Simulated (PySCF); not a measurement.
Compound: CH8P2SSi.
Atom-mapped SMILES: `[CH3:1][S:2][SiH:3]([PH2:4])[PH2:5]` (hydrogens: H6, H7, H8 on C1; H9 on Si3; H10, H11 on P4; H12, H13 on P5)

Computed geometry: GFN2-xTB, gas phase.

Task: Give the optimised bond lengths and angles.

Result: 
```
                   bond  length (pm)
                  C1–S2        181.7
                 S2–Si3        215.5
                 Si3–P4        225.1
                 Si3–P5        226.1
    C1–H6, C1–H7, C1–H8        108.6
                 Si3–H9        147.4
P4–H10 and 3 like bonds        138.4
```

Bonds in one row agree within 1 pm and their mean is given. A selection of angles:
```
     angle  degrees
  S2–C1–H6    109.7
  S2–C1–H8    106.9
  H6–C1–H7    110.4
 C1–S2–Si3     99.5
 S2–Si3–P4    106.8
 S2–Si3–P5    109.6
 S2–Si3–H9    106.4
 P4–Si3–P5    113.6
 P4–Si3–H9    115.2
 P5–Si3–H9    104.8
Si3–P4–H10     94.6
Si3–P4–H11     92.9
H10–P4–H11     92.9
H12–P5–H13     92.4
```

Torsions: C1–S2–Si3–P4 160° (antiperiplanar). The mirror-image conformer, all signs reversed, is as good.

P4 (three-coordinate phosphorus) is pyramidal (angles 94.6°, 92.9° and 92.9°, sum 280.4°, 0.85 Å off the plane of its three neighbours). Of the pairs four or more bonds apart, P5···H7 is among the closest relative to their van der Waals radii: 2.79 Å, 93 % of the sum of Bondi's values. Si3 (SiH silicon) is distorted tetrahedral (angles from 104.8° to 115.2°).

Point group: C1 (no symmetry element, even within 0.4 Å). Stationary, but not proved a minimum. The numbers are those of one conformer (C1–S2–Si3–P4 160°, S2–Si3–P4–H 66° and 159°, S2–Si3–P5–H 69° and 162°).
